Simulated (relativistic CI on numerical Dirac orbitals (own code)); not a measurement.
Pd4+ (4d6) in a crystal field

Calculated by Dirac-Coulomb-Breit CI, separate exchange-only KLI orbitals for each configuration, a model potential for QED, valence Slater integrals scaled by 0.85, one configuration in a parametric crystal field (own radial code).

Field parameters in Wybourne normalisation: D4h B²₀ = −7Ds, B⁴₀ = 21(Dq − Dt), B⁴₄ = 21√(5/14) Dq; Td as Oh with Dq negative (B⁴₀ = 21Dq, B⁴₄ = √(5/14) B⁴₀). The field is a parameter set, without covalency.

S and J are read from ⟨S²⟩ = S(S + 1) and ⟨J²⟩ = J(J + 1) of each level; they are not fictitious spins.

D4h, 10Dq = 38800, Ds = 1440, Dt = -270 cm⁻¹, the lowest 16 levels:

| E (cm⁻¹) | Degeneracy | Irrep | S | J |
| --- | --- | --- | --- | --- |
| 0.0 | 1 | A1 | 0.03 | 4.54 |
| 28615 | 1 | A1 | 1.01 | 4.02 |
| 28662 | 2 | E | 1.01 | 3.94 |
| 28773 | 1 | B1 | 1.02 | 4.35 |
| 29595 | 2 | E | 1.00 | 4.17 |
| 29717 | 1 | B2 | 1.01 | 4.06 |
| 31518 | 1 | A2 | 1.01 | 3.76 |
| 31795 | 1 | A1 | 1.02 | 3.76 |
| 31821 | 2 | E | 1.01 | 3.65 |
| 31925 | 1 | B1 | 1.00 | 3.72 |
| 35774 | 1 | A2 | 0.33 | 4.97 |
| 38390 | 2 | E | 0.37 | 4.90 |
| 39034 | 1 | A1 | 1.02 | 4.09 |
| 39584 | 1 | A2 | 0.88 | 4.39 |
| 40287 | 2 | E | 0.87 | 4.24 |
| 40740 | 1 | B2 | 1.02 | 3.81 |

Td, 10Dq = -7050 cm⁻¹, the lowest 16 levels:

```tsv
E (cm⁻¹)	Degeneracy	Irrep	S	J
0.0	1	A1	1.98	3.57
147	3	T1	1.98	3.49
260	2	E	1.97	3.41
558	3	T2	1.98	3.25
912	1	A2	1.99	3.00
6390	3	T2	1.97	3.61
7451	2	E	1.96	2.87
7457	3	T1	1.98	3.10
8581	3	T2	1.97	2.32
8743	3	T1	1.97	1.95
8856	1	A1	1.97	1.53
13384	3	T2	1.00	3.92
13756	2	E	1.03	4.02
14726	3	T1	1.01	5.04
14732	1	A1	1.00	5.39
18386	3	T2	0.92	4.51
```

D4h, 10Dq = 27550, Ds = -480, Dt = 330 cm⁻¹, the lowest 16 levels:

```tsv
E (cm⁻¹)	Degeneracy	Irrep	S	J
0.0	1	A1	0.11	4.54
14091	1	B1	1.07	4.14
14176	1	B2	1.09	3.93
14447	2	E	1.14	3.87
14462	1	A1	1.24	4.00
14540	1	A2	1.27	3.80
16878	2	E	1.22	3.95
17357	1	A1	1.24	3.79
18237	1	B2	1.93	3.62
18447	2	E	1.80	3.54
18804	1	A2	1.55	3.54
19226	1	A1	1.65	3.51
20168	2	E	1.51	3.86
20577	1	B1	1.45	3.72
20706	1	A2	1.44	3.87
21382	1	A1	1.24	3.93
```

The free-ion ground term has S = 2. The field overcomes the spin-pairing energy for D4h, 10Dq = 38800, Ds = 1440, Dt = -270 cm⁻¹; D4h, 10Dq = 27550, Ds = -480, Dt = 330 cm⁻¹, where the ground state has lower spin; these fields are assumed values.

Levels of this model without a field, named by their leading LS term: 5D_4 0, 5D_3 2021, 5D_2 3082, 5D_1 3823, 5D_0 4166, 3H_4 18665, 3H_6 18860, 3H_5 19319 cm⁻¹.
